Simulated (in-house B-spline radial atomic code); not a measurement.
A fraction x of an electron is removed from 2p in neutral calcium, starting from [Ar] 4s2 and keeping the highest spin. Computed with an all-electron radial atomic-structure program (B-spline basis): scalar-relativistic (X2C) wB97X, spin-polarised, spherical fractional occupations, Fermi nucleus of rms radius 3.4776 fm.

Caution: exact exchange at fractional occupations of open shells leaves self-interaction of up to several eV.

```
   x  E(x) - E(0) (eV)  2p down level (eV)
   0            0.0000            -344.421
0.04           13.8067            -345.913
0.24           83.7416            -353.463
0.26           90.8185            -354.226
0.48          169.6792            -362.717
 0.5          176.9414            -363.498
0.56                 ?                   ?
 0.7          250.4261            -371.371
0.85          306.5798            -377.357
0.89                 ?                   ?
   1          363.6364            -383.407
```

What belongs in the row x = 0.56?

An energy change of 198.8216 eV; 2p down at -365.846 eV.

What belongs in the row x = 0.89?

An energy change of 321.7063 eV; 2p down at -378.964 eV.

Check Janak's theorem between x = 0.04 and 0.24.

The slope of the energy is 349.67 eV; the orbital levels give 349.69 eV (-ε of the emptying orbital, averaged over the two points).
